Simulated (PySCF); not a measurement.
## Dipole response of H (hydrogen, neutral)

1s1, 2S determinant. All numbers are calculated (PySCF 2.14, no relativity, point nucleus, in aug-cc-pVTZ with one added diffuse shell each of s, p, d type (5s4p3d, 32 functions)). Coupled (time-dependent) response in atomic units; α is the mean over directions.

```
method  mean α (bohr³)  C₆ (like pair)  S(−4)
   UHF           4.507           6.519  26.53
```

S(−4) is the Cauchy moment in α(ω) = α(0) + S(−4) ω² + …

Reference α: 4.507 bohr³ (recommended; Schwerdtfeger and Nagle, table of static dipole polarizabilities (2023 update)). Published C₆: 6.499 (Chu and Dalgarno (2004); Tang, Norbeck and Certain (1976)).

α(iu) at UHF:

```tsv
u (hartree)	α(iu) (bohr³)
0	4.507
0.0500	4.442
0.100	4.258
0.200	3.661
0.300	2.984
0.500	1.906
0.750	1.142
1.00	0.7427
1.50	0.3777
2.00	0.2256
3.00	0.1055
5.00	0.03921
```

A single London oscillator, α(iu) = α/(1 + u²/ω²), gives C₆ = (3/4) ω α². Matching the computed C₆ needs ω = 4 × 6.519 / (3 × 4.507²) = 0.428 hartree.

For a non-relativistic one-electron ion the exact value is 9/(2Z⁴) = 4.500 bohr³; Hartree-Fock is exact here up to the basis.
